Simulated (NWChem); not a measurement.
System: C$_{3}$H$_{3}$, doublet; SMILES C=C=[CH]

NWChem input:

```
start job
memory heap 200 mb stack 900 mb global 1100 mb
geometry units angstroms noautoz
  C      0.000000     0.000000     1.259395
  C      0.000000     0.000000    -0.113401
  C      0.000000     0.000000    -1.357721
  H      0.000000     0.945526     1.824862
  H      0.000000    -0.945526     1.824862
  H      0.000000     0.000000    -2.438368
end
basis spherical
  * library def2-svp
end
dft
  odft
  mult 2
  xc mn15
  grid fine
  iterations 150
  mulliken
end
task dft gradient
```

Parts of the log:

```
             Northwest Computational Chemistry Package (NWChem) 7.3.0
             --------------------------------------------------------

 C2V symmetry detected

                             Geometry "geometry" -> ""
                             -------------------------

 Output coordinates in angstroms (scale by  1.889725989 to convert to a.u.)

  No.       Tag          Charge          X              Y              Z
 ---- ---------------- ---------- -------------- -------------- --------------
    1 C                    6.0000     0.00000000     0.00000000     1.26220481
    2 C                    6.0000     0.00000000     0.00000000    -0.11059119
    3 C                    6.0000     0.00000000     0.00000000    -1.35491119
    4 H                    1.0000     0.00000000     0.94552600     1.82767181
    5 H                    1.0000     0.00000000    -0.94552600     1.82767181
    6 H                    1.0000     0.00000000     0.00000000    -2.43555819

 Effective nuclear repulsion energy (a.u.)      52.7717158213

      Symmetry information
      --------------------

 Group name             C2v
 Group number             16
 Group order               4
 No. of unique centers     5

                                 NWChem DFT Module
                                 -----------------

 Summary of "ao basis" -> "ao basis" (spherical)
 ------------------------------------------------------------------------------
       Tag                 Description            Shells   Functions and Types
 ---------------- ------------------------------  ------  ---------------------
 C                          def2-svp                 6       14   3s2p1d
 H                          def2-svp                 3        5   2s1p

      Symmetry analysis of basis
      --------------------------

        a1         28
        a2          4
        b1         11
        b2         14

            General Information
            -------------------
          SCF calculation type: DFT
          Wavefunction type:  spin polarized.
          No. of atoms     :     6
          No. of electrons :    21
           Alpha electrons :    11
            Beta electrons :    10
          Charge           :     0
          Spin multiplicity:     2
          Use of symmetry is: on ; symmetry adaption is: on
          Maximum number of iterations: 150
          AO basis - number of functions:    57
                     number of shells:    27
          Convergence on energy requested:  1.00D-06
          Convergence on density requested:  1.00D-05
          Convergence on gradient requested:  5.00D-04

              XC Information
              --------------
                         MN15 Method XC Functional
                     Hartree-Fock (Exact) Exchange  0.440
                          MN15 Exchange Functional  1.000
                        MN15 Correlation Potential  1.000

             Grid Information
             ----------------
          Grid used for XC integration:  fine
          Radial quadrature: Mura-Knowles
          Angular quadrature: Lebedev.
          Tag              B.-S. Rad. Rad. Pts. Rad. Cut. Ang. Pts.
          ---              ---------- --------- --------- ---------
          C                   0.70       70          11.0       590
          H                   0.35       60          11.0       590
          Grid pruning is: on
          Number of quadrature shells:   330
          Spatial weights used:  Erf1

      Superposition of Atomic Density Guess
      -------------------------------------

 Sum of atomic energies:        -114.37226862

      Non-variational initial energy
      ------------------------------

 Total energy =    -115.828260
 1-e energy   =    -256.297024
 2-e energy   =      87.697049
 HOMO         =      -0.171431
 LUMO         =       0.047435

   Symmetry analysis of molecular orbitals - initial alpha
   -------------------------------------------------------

  Numbering of irreducible representations:

     1 a1          2 a2          3 b1          4 b2

  Orbital symmetries:

     1 a1          2 a1          3 a1          4 a1          5 a1
     6 a1          7 b2          8 a1          9 b1         10 b2
    11 b1         12 b2         13 b1         14 a1         15 a1
    16 b2         17 a1         18 a1         19 a1         20 a1
    21 b1

   Symmetry analysis of molecular orbitals - initial beta
   ------------------------------------------------------

  Numbering of irreducible representations:

     1 a1          2 a2          3 b1          4 b2

  Orbital symmetries:

     1 a1          2 a1          3 a1          4 a1          5 a1
     6 a1          7 b2          8 a1          9 b1         10 b2
    11 b1         12 b2         13 b1         14 a1         15 a1
    16 b2         17 a1         18 a1         19 a1         20 a1
    21 b1

     ---------------------------------------------
      Total Density - Mulliken Population Analysis
     ---------------------------------------------

    Atom       Charge   Shell Charges
 -----------   ------   -------------------------------------------------------
    1 C    6     6.18   1.99  0.95  0.30  1.88  1.03  0.02
    2 C    6     5.93   1.99  0.97  0.28  1.92  0.72  0.04
    3 C    6     6.30   1.99  0.98  0.58  1.88  0.84  0.03
    4 H    1     0.86   0.65  0.19  0.03
    5 H    1     0.86   0.65  0.19  0.03
    6 H    1     0.86   0.62  0.22  0.03

     --------------------------------------------
      Spin Density - Mulliken Population Analysis
     --------------------------------------------

    Atom       Charge   Shell Charges
 -----------   ------   -------------------------------------------------------
    1 C    6     0.59   0.00  0.00  0.00  0.32  0.27 -0.00
    2 C    6     0.02   0.00  0.00  0.00  0.00 -0.00  0.02
    3 C    6     0.39   0.00  0.00  0.00  0.22  0.17  0.00
    4 H    1     0.00   0.00  0.00  0.00
    5 H    1     0.00   0.00  0.00  0.00
    6 H    1     0.00   0.00  0.00  0.00

   convergence    iter        energy       DeltaE   RMS-Dens  Diis-err
 ---------------- ----- ----------------- --------- --------- ---------
 d= 0,ls=0.0,diis     1   -115.7063898238 -1.68D+02  6.23D-03  8.45D-02
                                                     6.91D-03  8.36D-02
 d= 0,ls=0.0,diis     2   -115.7411667728 -3.48D-02  1.77D-03  5.35D-03
                                                     2.15D-03  8.17D-03
 d= 0,ls=0.0,diis     3   -115.7428553084 -1.69D-03  9.53D-04  6.64D-03
                                                     7.19D-04  4.26D-03
 d= 0,ls=0.0,diis     4   -115.7457866578 -2.93D-03  3.47D-04  1.78D-04
                                                     2.29D-04  9.91D-05
 d= 0,ls=0.0,diis     5   -115.7459093832 -1.23D-04  1.22D-04  1.00D-04
                                                     2.31D-04  2.15D-04
  Resetting Diis
 d= 0,ls=0.0,diis     6   -115.7460298773 -1.20D-04  1.62D-04  2.64D-05
                                                     1.55D-04  7.69D-06
 d= 0,ls=0.0,diis     7   -115.7460684787 -3.86D-05  4.50D-05  2.83D-06
                                                     5.81D-05  3.46D-06
 d= 0,ls=0.0,diis     8   -115.7460738552 -5.38D-06  2.93D-05  2.89D-06
                                                     1.72D-05  1.22D-06
 d= 0,ls=0.0,diis     9   -115.7460759166 -2.06D-06  1.90D-05  2.11D-07
                                                     3.69D-05  1.28D-06
 d= 0,ls=0.0,diis    10   -115.7460775468 -1.63D-06  3.95D-05  8.55D-07
                                                     3.34D-05  1.61D-07
 d= 0,ls=0.0,diis    11   -115.7460786131 -1.07D-06  3.18D-06  1.75D-08
                                                     3.33D-06  2.49D-08
 d= 0,ls=0.0,diis    12   -115.7460786330 -2.00D-08  2.03D-06  3.31D-09
                                                     1.64D-06  1.14D-09

         Total DFT energy =     -115.746078633018
      One electron energy =     -258.782096086106
           Coulomb energy =      107.306799025556
    Exchange-Corr. energy =      -17.042497393721
 Nuclear repulsion energy =       52.771715821251

 Numeric. integr. density =       20.999999821294

                  Occupations of the irreducible representations
                  ----------------------------------------------

                     irrep           alpha         beta
                     --------     --------     --------
                     a1                7.0          7.0
                     a2                0.0          0.0
                     b1                2.0          1.0
                     b2                2.0          2.0

                    DFT Final Alpha Molecular Orbital Analysis
                    ------------------------------------------

 Vector    9  Occ=1.000000D+00  E=-3.797904D-01  Symmetry=b1
              MO Center=  8.7D-17, -1.6D-16, -5.4D-02, r^2= 1.9D+00
   Bfn.  Coefficient  Atom+Function         Bfn.  Coefficient  Atom+Function
  ----- ------------  ---------------      ----- ------------  ---------------
    18      0.380151  2 C  px                 4      0.332658  1 C  px
    32      0.329900  3 C  px                 7      0.206073  1 C  px
    35      0.180797  3 C  px                21      0.179017  2 C  px

[...]

                         DFT ENERGY GRADIENTS

    atom               coordinates                        gradient
                 x          y          z           x          y          z
   1 C       0.000000   0.000000   2.385221    0.000000   0.000000  -0.006304
   2 C       0.000000   0.000000  -0.208987    0.000000   0.000000   0.018399
   3 C       0.000000   0.000000  -2.560411    0.000000   0.000000  -0.013947
   4 H       0.000000   1.786785   3.453799    0.000000   0.006178   0.003607
   5 H       0.000000  -1.786785   3.453799    0.000000  -0.006178   0.003607
   6 H       0.000000   0.000000  -4.602538    0.000000   0.000000  -0.005362
```

Level: MN15/def2-SVP, spin-unrestricted. In the optimisation the excess spin sits in b1 (C2v, its own frame). All runs use the structure optimised with PBE-D3(BJ)/def2-SVP, spin-unrestricted. No stability test was run on the SCF state.
